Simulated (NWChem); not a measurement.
Species: BNH$_{3}$ cation

```xyz
5

B      0.0000     0.0000    -0.7891
N      0.0000     0.0000     0.5312
H      0.0000     0.0000    -1.9619
H      0.0000     0.8564     1.0947
H      0.0000    -0.8564     1.0947
```
Atoms are numbered in this order, from 1.

All runs use the structure optimised with B3LYP/6-31G* (spherical d).

Symmetry labels are those of C2v in the frame above (b1 and b2, or b-type labels, depend on it).

Task: List the 4 lowest vertical singlet excitations and the 4 lowest triplet ones from B3LYP/def2-SVPD, TDA (NWChem).

Result: 
| state | energy (eV) | oscillator strength | symmetry | leading excitation (squared amplitude) |
|---|---|---|---|---|
| S1 | 5.70 | 0.000 | a2 | HOMO → LUMO (1.00) |
| S2 | 9.17 | 0.182 | a1 | HOMO → LUMO+1 (0.81) |
| S3 | 9.20 | 0.050 | b2 | HOMO−1 → LUMO (0.97) |
| S4 | 9.81 | 0.046 | b1 | HOMO → LUMO+2 (0.97) |
| T1 | 5.40 | spin-forbidden | a2 | HOMO → LUMO (1.00) |
| T2 | 6.28 | spin-forbidden | a1 | HOMO → LUMO+1 (0.99) |
| T3 | 7.65 | spin-forbidden | b2 | HOMO−1 → LUMO (0.98) |
| T4 | 9.20 | spin-forbidden | b1 | HOMO → LUMO+2 (0.87) |
